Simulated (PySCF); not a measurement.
## Polarisability and C₆ of Sn⁺ (tin, charge +1)

[Kr] 4d10 5s2 5p1, 2P determinant. All numbers are calculated (PySCF 2.14, a scalar-relativistic core potential, in aug-cc-pwCVDZ-PP with ECP28MDF (6s5p4d1f, 48 functions)). Coupled (time-dependent) response in atomic units; α is the mean over directions. A double-zeta set is small for polarisabilities.

```tsv
method	mean α (bohr³)	α xx, yy, zz	C₆ (like pair)	S(−4)
UHF	29.13	27.73, 31.94, 27.73	227.0	281.0
PBE	27.23	24.99, 31.70, 24.99	203.2	265.2
PBE0	27.35	25.44, 31.16, 25.44	206.0	258.1
TPSS	27.50	25.48, 31.53, 25.48	208.3	260.3
B3LYP	26.99	24.89, 31.19, 24.89	201.4	255.8
```

S(−4) is the Cauchy moment in α(ω) = α(0) + S(−4) ω² + …

Spin-orbit coupling is absent.

α(iu) at PBE:

| u (hartree) | α(iu) (bohr³) |
| --- | --- |
| 0 | 27.23 |
| 0.0500 | 26.58 |
| 0.100 | 24.86 |
| 0.200 | 19.98 |
| 0.300 | 15.38 |
| 0.500 | 9.398 |
| 0.750 | 5.824 |
| 1.00 | 4.092 |
| 1.50 | 2.524 |
| 2.00 | 1.817 |
| 3.00 | 1.135 |
| 5.00 | 0.5730 |

A single London oscillator, α(iu) = α/(1 + u²/ω²), gives C₆ = (3/4) ω α². Matching the computed C₆ needs ω = 4 × 203.2 / (3 × 27.23²) = 0.365 hartree.

For an ion, C₆ is the dispersion term alone; charge-induced terms of lower order in 1/R come first.

The components differ because the open shell of this determinant is not spherical; for a pure term their mean is the scalar polarisability.

Energies and moments cover only the electrons outside the core potential.
